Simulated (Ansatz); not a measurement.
Isolated molecules relaxed with PBE0-D4/def2-TZVP in Ansatz; ΔE leaves out vibrations. CCSD(T)/CBS is the MP2 limit (def2-TZVPP, def2-QZVPP) plus CCSD(T) − MP2 in def2-TZVPP, frozen cores. This one scheme is used for every species. One conformer a species, not always the lowest.

Consider the ligand exchange at the Si–S bond: `N[SiH2]SS` + `[SiH3]S` → `N[SiH2]S[SiH3]` + `SS`.

```csv
level,ΔE (kcal/mol)
HF/def2-TZVPP,-0.6
MP2/def2-TZVPP,-0.2
HF/def2-QZVPP,-0.7
SCS-MP2/def2-QZVPP,-0.3
```

Q: What does CCSD(T)/CBS give? (An estimate is asked.)

A: Ansatz gave: -0.3 kcal/mol. The listed levels differ from it by -0.3, 0.1, -0.4, 0.0 kcal/mol.

Largest T1 diagnostic among the species: 0.012.
